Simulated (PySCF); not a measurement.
B(F)2(OAc) (C2H3BF2O2), SMILES CC(=O)OB(F)F. Coordinates come from a ωB97X-D3(BJ)/def2-SVP optimisation. Other conformers were not sampled.

Computed equilibrium geometry at ωB97X-D3(BJ)/def2-SVP (PySCF confirms it by a frequency run) as bond lengths and angles (one conformer of several):
Atoms: B1 F2 F3 O4 C5 C6 O7 H8 H9 H10. Bonds (Å): B1–F2 1.317, B1–F3 1.320, B1–O4 1.371, O4–C5 1.377, C5–C6 1.502, C5–O7 1.194, C6–H8 1.096, C6–H9 1.101, C6–H10 1.100. Bond angles (°): F2–B1–F3 119.1, F2–B1–O4 123.0, F3–B1–O4 117.8, B1–O4–C5 123.9, O4–C5–C6 111.0, O4–C5–O7 122.1, C6–C5–O7 126.9, C5–C6–H8 109.7, C5–C6–H9 109.4, C5–C6–H10 109.5, H8–C6–H9 110.3, H8–C6–H10 110.5, H9–C6–H10 107.4.
Charge 0, spin multiplicity 1.
